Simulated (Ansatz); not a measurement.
Z-matrix (Å, degrees):
```
C
N 1 1.443
H 1 1.093 2 108.3
H 1 1.096 2 111.8 3 120.2
H 1 1.088 2 110.0 3 -119.9
C 2 1.366 1 119.6 3 160.2
C 2 1.448 1 114.0 3 -44.9
S 6 1.664 2 122.5 1 11.3
N 6 1.365 2 115.0 1 -168.7
H 7 1.087 2 110.4 1 -159.4
H 7 1.096 2 109.4 1 -40.6
H 7 1.095 2 111.9 1 79.1
C 9 1.443 6 119.6 2 -168.7
C 9 1.448 6 121.3 2 38.2
H 13 1.093 9 108.3 6 160.1
H 13 1.096 9 111.8 6 -79.7
H 13 1.088 9 110.0 6 40.2
H 14 1.087 9 110.4 6 -4.8
H 14 1.095 9 111.9 6 -126.4
H 14 1.096 9 109.4 6 113.9
```

Total charge 0; spin multiplicity 1.

(1) List the PBE/def2-TZVPP orbital energies in eV (Ansatz 0.2.0). (An estimate is asked.)

## Answers

(1) Computed: Occupied: -2393.95, -381.52, -381.52, -271.34, -269.95, -269.95, -269.53, -269.53, -206.92, -153.08, -152.96, -152.83, -24.89, -23.23, -19.03, -18.21, -17.89, -16.36, -16.11, -13.47, -12.97, -12.05, -11.84, -11.47, -10.96, -10.39, -10.01, -9.83, -9.50, -9.39, -9.19, -8.58, -8.04, -5.48, -5.13, -4.49. Lowest empty: -1.04, 0.03, 0.84, 1.31, 1.46, 1.67, 1.82, 2.00.
